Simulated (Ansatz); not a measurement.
Ansatz (a program for electronic structure) input (wB97X-V/def2-TZVPD):

Ansatz 0.2 input:
```yaml
crystal:
  periodic: [false, false, false]
  atoms:
    - {symbol: C, position_ang: [0.01425900, -0.00055452, -0.74078245]}
    - {symbol: O, position_ang: [0.00715209, 0.00561026, 0.56769156]}
    - {symbol: H, position_ang: [0.88752270, 0.26011238, 0.88741297]}
    - {symbol: H, position_ang: [-1.03029347, -0.30166734, -0.98425072]}
basis:
  gaussian:
    orbitals: def2-TZVPD
hamiltonian:
  xc: {name: wB97X-V}
magnetization: {spin_polarized: true, initial_magnetization: 2}
```

Output:

```
Functional definition: wB97X-V
integrals: 0.02 GiB planned
460 factors; their error is unknown
integrals: 0.05 GiB planned
171 factors; integrals over basis functions are off by at most 2.2e-5 eV
mean field: 0.35 GiB planned
mean field evaluation 1: about -3110.3973 eV, gradient 2.2e1 eV
mean field evaluation 2: about -3110.8878 eV, gradient 2.0e1 eV
mean field evaluation 4: about -3112.1808 eV, gradient 9.6e-1 eV
mean field evaluation 8: about -3112.2010 eV, gradient 2.7e-2 eV
mean field evaluation 16: about -3112.1994 eV, gradient 3.5e-5 eV
mean field -3112.19939959 eV, -114.3712184103 hartree, gradient 3.5e-5 eV, S^2 2.004226; 0 other end points of the search recorded, 0 dependent functions left out
reference -3112.19939863 eV, -114.3712183751 hartree; 9, 7 occupied and 86, 88 virtual orbitals, 460 factors
Total energy: -3112.19939863 eV, -114.3712183751 hartree
```

This state (charge 0, triplet) is run at the relaxed geometry of the species with charge 0 and multiplicity 1, and is a spin state other than that species' own.
